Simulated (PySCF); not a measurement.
**Iodine: a sound run and one with changed settings**

Sound run: I⁺ [Kr] 4d10 5s2 5p4, I²⁺ [Kr] 4d10 5s2 5p3. All numbers are calculated (PySCF 2.14, a scalar-relativistic core potential, in cc-pVDZ-PP with ECP28MDF (4s3p2d, 23 functions)). The sound run starts from symmetry-adapted Hartree-Fock orbitals and uses a fine grid where one is needed.

Changed run: initial guess atom, at most 50 SCF cycles, level shift 10.0 hartree.

```csv
species,method,sound run (hartree),changed run (hartree),converged
I⁺,UHF,-294.30032,-294.30031,no
I⁺,B3LYP,-295.38188,-295.38185,no
I⁺,TPSS,-295.17532,-295.17528,no
I²⁺,UHF,-293.65229,-293.65229,no
I²⁺,B3LYP,-294.68793,-294.68790,no
I²⁺,TPSS,-294.48901,-294.48895,no
```

A level shift slows the SCF but leaves a converged energy unchanged.
